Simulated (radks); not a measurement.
The numbers below are computed, except where a source is named.
Question: These are the eigenvalues of the occupied orbitals of an atom or ion with whole-number occupations (eV). Level of theory: scalar-relativistic Kohn-Sham, PBEsol, spin-polarised, spherical densities, finite nucleus; Fermi nuclear charge, rms radius of each element as measured or else 0.836 A^(1/3) + 0.57 fm (a radial shooting solver on a logarithmic mesh with Libxc functionals).

1s up: -55213.94
1s down: -55193.62
2s up: -13654.31

Which element is it, and in what charge state? The configuration may be excited. Open shells, if any, are filled with parallel spins first.

Answer: Z = 63, europium, charge +60: Eu60+ in [He] 2s1. The list shows which subshells hold electrons but not how many an open one holds; the 1s level, -2029.1 hartree, gives Z - s = 63.7 by -(Z - s)^2/2, which with screening and relativity narrows Z to a few neighbours, and the depths of the outer levels then fix element, charge and occupations together.
